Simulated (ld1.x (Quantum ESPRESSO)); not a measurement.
Pseudopotential generation for rhodium (Rh): TM semilocal, revPBE, scalar-relativistic.

ld1.x (Quantum ESPRESSO) 7.5 was run on this input:

```
&input
   title='Rh', zed=45., rel=1, dft='REVPBE', iswitch=3,
   config='[Kr] 4d7 5s0 5p0',
   nld=3, rlderiv=1.65, eminld=-10.0, emaxld=5.0, deld=0.04
 /
 &inputp
   pseudotype=1, tm=.true., lloc=0,
   nlcc=.false.,
   file_pseudopw='Rh.pp', file_wfcaegen='ae.wfc', file_wfcncgen='nc.wfc'
 /
3
4P  2  1   6.00   0.00  1.40  1.40  0.0
4D  3  2   7.00   0.00  1.50  1.50  0.0
4S  1  0   2.00   0.00  0.95  0.95  0.0
 &test
   configts(1)='4s2 4p6 4d7 5s0 5p0'
 /
```

Command:

```bash
ld1.x < Rh.in > Rh.out
```

The program printed (shortened: banner, matrices, multipoles, cross overlaps and the repeated all-electron block are left out):

```
Program LD1 v.7.5
     --------------------------- All-electron run ----------------------------

     Rh
     scalar relativistic calculation

     atomic number is 45.00
     dft =REVPBE   lsd =0 sic =0 latt =0  beta=0.20 tr2=1.0E-14
     Exchange-correlation= REVPBE
                           (   1   4   4   4   0   0   0)
     mesh =1233 r(mesh) =  98.82371 a.u. xmin = -7.00 dx = 0.01250
     1 Ry =  13.60569312 eV, c = 137.03599908

     n l     nl                  e(Ry)          e(Ha)          e(eV)
     1 0     1S 1( 2.00)     -1694.9551      -847.4776    -23061.0396
     2 0     2S 1( 2.00)      -247.0543      -123.5271     -3361.3447
     2 1     2P 1( 6.00)      -221.5447      -110.7724     -3014.2692
     3 0     3S 1( 2.00)       -45.4240       -22.7120      -618.0244
     3 1     3P 1( 6.00)       -37.0385       -18.5192      -503.9339
     4 0     4S 1( 2.00)        -7.5979        -3.7990      -103.3748
     4 1     4P 1( 6.00)        -5.2310        -2.6155       -71.1709
     3 2     3D 1(10.00)       -23.6411       -11.8206      -321.6538
     4 2     4D 1( 7.00)        -1.8860        -0.9430       -25.6597
     5 0     5S 1( 0.00)        -1.4346        -0.7173       -19.5194
     5 1     5P 1( 0.00)        -1.0080        -0.5040       -13.7146

     final scf error:  3.7E-15 reached in  26 iterations

     Etot =   -9566.700162 Ry,   -4783.350081 Ha, -130161.586600 eV

     Ekin =    9908.075428 Ry,    4954.037714 Ha,  134806.233713 eV
     Encl =  -23026.103063 Ry,  -11513.051532 Ha, -313286.092098 eV
     Eh   =    3827.607162 Ry,    1913.803581 Ha,   52077.248440 eV
     Exc  =    -276.279688 Ry,    -138.139844 Ha,   -3758.976655 eV

     normalization and overlap integrals

     s(1S/1S) =  1.000000  <r> =   0.0326  <r2> =    0.0014  r(max) =   0.0211
     s(2S/2S) =  1.000000  <r> =   0.1419  <r2> =    0.0237  r(max) =   0.1201
     s(2P/2P) =  1.000000  <r> =   0.1237  <r2> =    0.0187  r(max) =   0.0959
     s(3S/3S) =  1.000000  <r> =   0.3906  <r2> =    0.1746  r(max) =   0.3520
     s(3P/3P) =  1.000000  <r> =   0.3904  <r2> =    0.1771  r(max) =   0.3433
     s(4S/4S) =  1.000000  <r> =   0.9781  <r2> =    1.0834  r(max) =   0.8766
     s(4P/4P) =  1.000000  <r> =   1.0750  <r2> =    1.3227  r(max) =   0.9449
     s(3D/3D) =  1.000000  <r> =   0.3703  <r2> =    0.1639  r(max) =   0.2918
     s(4D/4D) =  1.000000  <r> =   1.4427  <r2> =    2.4903  r(max) =   1.1256
     s(5S/5S) =  1.000000  <r> =   2.6870  <r2> =    8.1317  r(max) =   2.3533
     s(5P/5P) =  1.000000  <r> =   3.2604  <r2> =   11.9766  r(max) =   2.8387

     ------------------------ End of All-electron run ------------------------

     --------------------- Generating NC pseudopotential ---------------------

      Generating local pot.: lloc=0, matching radius rcloc =   0.9500

      Wfc   4P  rcut= 1.410  Using Troullier-Martins method

      Wfc   4D  rcut= 1.482  Using Troullier-Martins method

     ------------------- End of pseudopotential generation -------------------

     Computing logarithmic derivative in   1.64807
     Computing logarithmic derivative in   1.64807
     Computing the partial wave expansion
       no projector for channel:   0
     R is outside the sphere for l=    1 j= 0.00
     R is outside the sphere for l=    2 j= 0.00

     ---------------------- Testing the pseudopotential ----------------------

     Rh
     scalar relativistic calculation

     atomic number is 45.00   valence charge is 17.00
     dft =REVPBE   lsd =0 sic =0 latt =0  beta=0.20 tr2=1.0E-14
     mesh =1233 r(mesh) =  98.82371 xmin = -7.00 dx = 0.01250

     n l     nl             e AE (Ry)        e PS (Ry)    De AE-PS (Ry)
     1 0     4S   1( 2.00)       -7.59791       -7.59806        0.00015
     2 1     4P   1( 6.00)       -5.23097       -5.23099        0.00002
     3 2     4D   1( 7.00)       -1.88596       -1.88596        0.00001
     2 0     5S   1( 0.00)       -1.43465       -1.44404        0.00939  !
     3 1     5P   1( 0.00)       -1.00801       -1.01765        0.00965  !

     eps = 4.1E-15  iter = 13

     Etot =   -9566.700162 Ry,   -4783.350081 Ha, -130161.586600 eV
     Etotps =  -218.544446 Ry,    -109.272223 Ha,   -2973.448671 eV

     Ekin =      73.449501 Ry,      36.724751 Ha,     999.331371 eV
     Encl =    -432.962953 Ry,    -216.481477 Ha,   -5890.761078 eV
     Ehrt =     165.083832 Ry,      82.541916 Ha,    2246.079960 eV
     Ecxc =     -21.276479 Ry,     -10.638240 Ha,    -289.481247 eV
     Epseu=      -2.838347 Ry,      -1.419173 Ha,     -38.617677 eV

     ---------------------- End of pseudopotential test ----------------------
```

Generation and configuration tests took about 1.5 s on one core of a shared server CPU.

Transferability test of the new file with ld1.x, input:

```
&input
   title='Rh', zed=45., rel=1, dft='REVPBE', iswitch=2,
   config='[Kr] 4d7 5s0 5p0'
 /
 &test
   file_pseudo='Rh.pp', nconf=8,
   configts(1)='4s2 4p6 4d7 5s0 5p0',
   configts(2)='4s2 4p6 4d8 5s1 5p0',
   configts(3)='4s2 4p6 4d8 5s0 5p0',
   configts(4)='4s2 4p6 4d6 5s0 5p0',
   configts(5)='4s2 4p6 4d8 5s0 5p1',
   configts(6)='4s2 4p6 4d5 5s0 5p0',
   configts(7)='4s2 4p6 4d8 5s0.5 5p0',
   configts(8)='4s1 4p6 4d8 5s1 5p0'
 /
```

```bash
ld1.x < Rh.test.in > Rh.test.out
```

Pseudopotential blocks of its output, shortened (energy terms left out):

```
     ---------------------- Testing the pseudopotential ----------------------

     n l     nl             e AE (Ry)        e PS (Ry)    De AE-PS (Ry)
     1 0     4S   1( 2.00)       -7.59791       -7.59806        0.00015
     2 1     4P   1( 6.00)       -5.23097       -5.23099        0.00002
     3 2     4D   1( 7.00)       -1.88596       -1.88596        0.00001
     2 0     5S   1( 0.00)       -1.43465       -1.44404        0.00939  !
     3 1     5P   1( 0.00)       -1.00801       -1.01765        0.00965  !

     eps = 5.0E-15  iter = 19

     Etot =   -9566.700162 Ry,   -4783.350081 Ha, -130161.586600 eV
     Etotps =  -218.544446 Ry,    -109.272223 Ha,   -2973.448670 eV

     ---------------------- End of pseudopotential test ----------------------

          ---------------------- Testing the pseudopotential ----------------------

     n l     nl             e AE (Ry)        e PS (Ry)    De AE-PS (Ry)
     1 0     4S   1( 2.00)       -6.05846       -6.05591       -0.00255
     2 1     4P   1( 6.00)       -3.70150       -3.69875       -0.00274
     3 2     4D   1( 8.00)       -0.43212       -0.42962       -0.00251
     2 0     5S   1( 1.00)       -0.30822       -0.31148        0.00326
     3 1     5P   1( 0.00)       -0.06018       -0.06115        0.00098

     eps = 8.7E-15  iter = 23

     Etot =   -9568.666477 Ry,   -4784.333238 Ha, -130188.339681 eV
     Etotps =  -220.515687 Ry,    -110.257844 Ha,   -3000.268766 eV
     dEtot_ae =      -1.966315 Ry
     dEtot_ps =      -1.971241 Ry,   Delta E=       0.004926 Ry

     ---------------------- End of pseudopotential test ----------------------

          ---------------------- Testing the pseudopotential ----------------------

     n l     nl             e AE (Ry)        e PS (Ry)    De AE-PS (Ry)
     1 0     4S   1( 2.00)       -6.62147       -6.62233        0.00086
     2 1     4P   1( 6.00)       -4.26716       -4.26756        0.00039
     3 2     4D   1( 8.00)       -0.99168       -0.99174        0.00005
     2 0     5S   1( 0.00)       -0.78180       -0.78799        0.00619  !
     3 1     5P   1( 0.00)       -0.45137       -0.45591        0.00454

     eps = 4.7E-15  iter = 19

     Etot =   -9568.127783 Ry,   -4784.063892 Ha, -130181.010382 eV
     Etotps =  -219.972183 Ry,    -109.986091 Ha,   -2992.874014 eV
     dEtot_ae =      -1.427622 Ry
     dEtot_ps =      -1.427736 Ry,   Delta E=       0.000115 Ry

     ---------------------- End of pseudopotential test ----------------------

          ---------------------- Testing the pseudopotential ----------------------

     n l     nl             e AE (Ry)        e PS (Ry)    De AE-PS (Ry)
     1 0     4S   1( 2.00)       -8.70778       -8.70635       -0.00143
     2 1     4P   1( 6.00)       -6.32208       -6.32123       -0.00085
     3 2     4D   1( 6.00)       -2.89868       -2.89816       -0.00052
     2 0     5S   1( 0.00)       -2.17026       -2.18367        0.01342  !
     3 1     5P   1( 0.00)       -1.65819       -1.67511        0.01692  !

     eps = 5.3E-15  iter = 20

     Etot =   -9564.316796 Ry,   -4782.158398 Ha, -130129.159258 eV
     Etotps =  -216.161092 Ry,    -108.080546 Ha,   -2941.021486 eV
     dEtot_ae =       2.383366 Ry
     dEtot_ps =       2.383354 Ry,   Delta E=       0.000012 Ry

     ---------------------- End of pseudopotential test ----------------------

          ---------------------- Testing the pseudopotential ----------------------

     n l     nl             e AE (Ry)        e PS (Ry)    De AE-PS (Ry)
     1 0     4S   1( 2.00)       -6.18937       -6.18616       -0.00322
     2 1     4P   1( 6.00)       -3.83376       -3.83019       -0.00357
     3 2     4D   1( 8.00)       -0.55974       -0.55620       -0.00354
     2 0     5S   1( 0.00)       -0.39461       -0.39750        0.00289
     3 1     5P   1( 1.00)       -0.12067       -0.12146        0.00079

     eps = 8.4E-15  iter = 16

     Etot =   -9568.404582 Ry,   -4784.202291 Ha, -130184.776421 eV
     Etotps =  -220.251578 Ry,    -110.125789 Ha,   -2996.675379 eV
     dEtot_ae =      -1.704420 Ry
     dEtot_ps =      -1.707132 Ry,   Delta E=       0.002711 Ry

     ---------------------- End of pseudopotential test ----------------------

          ---------------------- Testing the pseudopotential ----------------------

     n l     nl             e AE (Ry)        e PS (Ry)    De AE-PS (Ry)
     1 0     4S   1( 2.00)       -9.92336       -9.91904       -0.00431
     2 1     4P   1( 6.00)       -7.51383       -7.51126       -0.00257
     3 2     4D   1( 5.00)       -4.00782       -4.00582       -0.00201
     2 0     5S   1( 0.00)       -2.97493       -2.99325        0.01832  !
     3 1     5P   1( 0.00)       -2.38463       -2.41146        0.02683  !

     eps = 6.0E-15  iter = 23

     Etot =   -9560.871248 Ry,   -4780.435624 Ha, -130082.280184 eV
     Etotps =  -212.716359 Ry,    -106.358179 Ha,   -2894.153498 eV
     dEtot_ae =       5.828914 Ry
     dEtot_ps =       5.828088 Ry,   Delta E=       0.000826 Ry

     ---------------------- End of pseudopotential test ----------------------

          ---------------------- Testing the pseudopotential ----------------------

     n l     nl             e AE (Ry)        e PS (Ry)    De AE-PS (Ry)
     1 0     4S   1( 2.00)       -6.32704       -6.32608       -0.00096
     2 1     4P   1( 6.00)       -3.97147       -3.97020       -0.00127
     3 2     4D   1( 8.00)       -0.70009       -0.69880       -0.00129
     2 0     5S   1( 0.50)       -0.53572       -0.54041        0.00469
     3 1     5P   1( 0.00)       -0.24323       -0.24588        0.00265

     eps = 4.4E-15  iter = 17

     Etot =   -9568.456366 Ry,   -4784.228183 Ha, -130185.480975 eV
     Etotps =  -220.303548 Ry,    -110.151774 Ha,   -2997.382464 eV
     dEtot_ae =      -1.756204 Ry
     dEtot_ps =      -1.759101 Ry,   Delta E=       0.002897 Ry

     ---------------------- End of pseudopotential test ----------------------

          ---------------------- Testing the pseudopotential ----------------------

     n l     nl             e AE (Ry)        e PS (Ry)    De AE-PS (Ry)
     1 0     4S   1( 1.00)       -7.06078       -7.05634       -0.00444
     2 1     4P   1( 6.00)       -4.67687       -4.67370       -0.00317
     3 2     4D   1( 8.00)       -1.30166       -1.29727       -0.00438
     2 0     5S   1( 1.00)       -0.89086       -0.89767        0.00681  !
     3 1     5P   1( 0.00)       -0.51922       -0.52511        0.00590  !

     eps = 6.3E-15  iter = 19

     Etot =   -9562.126743 Ry,   -4781.063372 Ha, -130099.362071 eV
     Etotps =  -213.977100 Ry,    -106.988550 Ha,   -2911.306754 eV
     dEtot_ae =       4.573419 Ry
     dEtot_ps =       4.567347 Ry,   Delta E=       0.006072 Ry

     ---------------------- End of pseudopotential test ----------------------
```
